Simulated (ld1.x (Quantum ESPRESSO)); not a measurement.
**What one change does to a pseudopotential (fluorine, TM semilocal)**

ld1.x (Quantum ESPRESSO) 7.5 input, shortened:

```
&input
   title='F', zed=9., rel=1, dft='PZ', iswitch=3,
   config='[He] 2s2 2p5 3d-2'
 /
 &inputp
   pseudotype=1, tm=.true., lloc=2,
   nlcc=.true., new_core_ps=.true., rcore=0.50
 /
3
2S  1  0   2.00   0.00  0.60  0.60  0.0
2P  2  1   5.00   0.00  1.80  1.80  0.0
3D  3  2  -2.00   0.40  1.65  1.65  0.0
 &test
   configts(1)='2s2 2p5'
 /
```

All-electron outer shells of the reference configuration (LDA (PZ), scalar-relativistic, ld1.x):

| shell | level (eV) | outermost node (bohr) | outermost maximum (bohr) |
| --- | --- | --- | --- |
| 1s | -658.96 | – | 0.12 |
| 2s | -29.65 | 0.24 | 0.77 |
| 2p | -11.29 | – | 0.71 |

Change: wave 2p (bound): rc 1.80 bohr becomes 2p (bound): rc 2.00 bohr.

Cutoffs: the cutoffs (Ry, on a coarse ladder) from which the occupation-weighted sum of valence levels, in a spherical-Bessel basis at the reference potential, stays within 10 and 1 mRy of its value at 400 Ry; they do not see the model core or the augmentation charge, which bear on the density cutoff. Errors are all-electron minus pseudo energies relative to the spin-unpolarised reference configuration.

How do hardness, ghosts and transferability respond?

The potential gets neither clearly harder nor softer (180 Ry and 260 Ry → 180 Ry and 260 Ry); the s channel sets the loose cutoff, while the largest relative change is in p, which becomes softer; of the 9 tests that both files solve, the error grows in 8 and shrinks in 1 by more than 15 % and 0.3 meV (median size 11.0 → 43.6 meV); neither file shows a bound ghost. A semilocal file is local in each channel, so a ghost entry of none says nothing of the separable form that plane-wave codes build from it.

```tsv
quantity	base	changed
cutoff, loose	180 Ry	180 Ry
cutoff, tight	260 Ry	260 Ry
loose cutoff by channel (10 mRy a level)	s 90 Ry, p 45 Ry	s 90 Ry, p 35 Ry
bound ghosts	none	none
error for 2s2 2p4, meV [ΔE 19.56 eV]	+11	+44
error for 2s2 2p3, meV [ΔE 58.07 eV]	+352	+661
error for 2s2 2p2, meV [ΔE 118.80 eV]	+1773	+2900
error for 2s2 2p5.3, meV [ΔE -2.73 eV]	-2.6	-3.5
error for 2s1 2p6, meV [ΔE 18.39 eV]	+7.6	-24
error for 2s1 2p5, meV [ΔE 38.21 eV]	-222	-350
error for 2s2 2p4.5, meV [ΔE 7.63 eV]	-3.7	-0.3
error for 2s2 2p5 (spin-polarised), meV [ΔE -0.38 eV]	-8.8	-20
error for 2s2 2p4 (spin-polarised), meV [ΔE 17.72 eV]	-54	-84
```
